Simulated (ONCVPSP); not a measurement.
## Debugging a pseudopotential input (Sn, ONCVPSP 4.0.1)

Command:

```bash
oncvpspr.x < Sn.dat > Sn.out
```

Input:

```
# ATOM AND REFERENCE CONFIGURATION
# atsym  z   nc   nv     iexc    psfile
  Sn 50.00    6    5  -106131      upf
#
#   n    l    f
    1    0    2.00
    2    0    2.00
    2    1    6.00
    3    0    2.00
    3    1    6.00
    3    2   10.00
    4    0    2.00
    4    1    6.00
    4    2   10.00
    5    0    2.00
    5    1    2.00
#
# PSEUDOPOTENTIAL AND OPTIMIZATION
# lmax
    2
#
#   l,   rc,      ep,       ncon, nbas, qcut
    0    1.55    0.00    3    5    7.80
    1    1.75    0.00    3    7    9.40
    2    1.60    0.00    5    9    9.20
#
# LOCAL POTENTIAL
# lloc, lpopt,  rc(5),   dvloc0
    4    5    1.15    1.00
#
# VANDERBILT-KLEINMAN-BYLANDER PROJECTORs
# l, nproj, debl
    0    2    1.30
    1    2    0.90
    2    3    3.50
#
# MODEL CORE CHARGE
# icmod, fcfact, rcfact
    0    0.00    0.00
#
# LOG DERIVATIVE ANALYSIS
# epsh1, epsh2, depsh
   -6.00    5.00    0.04
#
# OUTPUT GRID
# rlmax, drl
    6.00    0.01
#
# TEST CONFIGURATIONS
# ncnf
    4
# nvcnf
#   n    l    f
    5
    4    0    2.00
    4    1    6.00
    4    2   10.00
    5    0    2.00
    5    1    1.00
#
    5
    4    0    2.00
    4    1    6.00
    4    2   10.00
    5    0    2.00
    5    1    0.00
#
    5
    4    0    2.00
    4    1    6.00
    4    2   10.00
    5    0    1.00
    5    1    0.00
#
    5
    4    0    2.00
    4    1    6.00
    4    2   10.00
    5    0    1.00
    5    1    2.00
#
```

This is an input that runs to its end, with one change: nbas of l = 0 set to 5.

Question: How does the run end?

Answer: The program refuses the input: "test_data: must have ncon+3 <= nbas <= ncon+5, l= 0".

```
ONCVPSP  (Optimized Norm-Conservinng Vanderbilt PSeudopotential)
relativistic version 4.0.1

test_data: must have ncon+3 <= nbas <= ncon+5, l=   0
 for nproj=2
ERROR: test_data found   1 ERROR; stopping
```
